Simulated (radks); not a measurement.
Spherical quantum dot in the effective-mass picture: electrons in a well V = -V0 / (1 + exp((r - R)/a)) with V0 = 3.21, R = 12.3, a = 1.1, all in effective atomic units (hartree* = m*/eps^2 hartree, bohr* = eps/m* bohr), one dielectric constant everywhere. Calculated with a radial shooting solver with Libxc functionals: non-relativistic Kohn-Sham, LDA (Slater exchange, Perdew-Wang correlation), spin-polarised, spherical densities. Levels are named by radial order and angular momentum (1s, 1p, 1d, 2s, ...), and open shells are averaged over m.

N = 23, configuration 1s2 1p6 1d10 1f(up 5, down 0). This is the lowest configuration that the search found (a dilute case). Occupied and some empty levels:

| level | occupation | eigenvalue (hartree*) | <r> (bohr*) |
|---|---|---|---|
| 1s up | 1 | -0.66783 | 8.288 |
| 1s down | 1 | -0.65395 | 8.252 |
| 1p up | 3 | -0.65159 | 8.396 |
| 1p down | 3 | -0.63748 | 8.373 |
| 1d up | 5 | -0.62081 | 8.541 |
| 1d down | 5 | -0.60645 | 8.529 |
| 1f up | 5 | -0.57695 | 8.696 |
| 1f down | 0 | -0.56241 | 8.692 |
| 1g up | 0 | -0.52118 | 8.851 |
| 1g down | 0 | -0.50656 | 8.854 |
| 2s up | 0 | -0.46656 | 5.836 |
| 2s down | 0 | -0.46140 | 5.768 |
| 2p up | 0 | -0.42102 | 6.624 |
| 2p down | 0 | -0.41430 | 6.580 |
| 2d up | 0 | -0.35973 | 7.177 |
| 2d down | 0 | -0.35182 | 7.145 |

Energy (hartree*): total -41.9949, kinetic 2.6147, external -69.825, Hartree 28.889, exchange-correlation -3.6740.

Electron density:

| r (bohr*) | n(r) (e/bohr*^3) |
|---|---|
| 1.21 | 0.00003083 |
| 2.51 | 0.0001026 |
| 3.81 | 0.0003927 |
| 5.11 | 0.001350 |
| 6.41 | 0.003681 |
| 7.71 | 0.006826 |
| 9.01 | 0.006648 |
| 10.3 | 0.002288 |
| 11.6 | 0.0001925 |
| 12.9 | 3.886e-06 |
| 14.2 | 3.000e-08 |
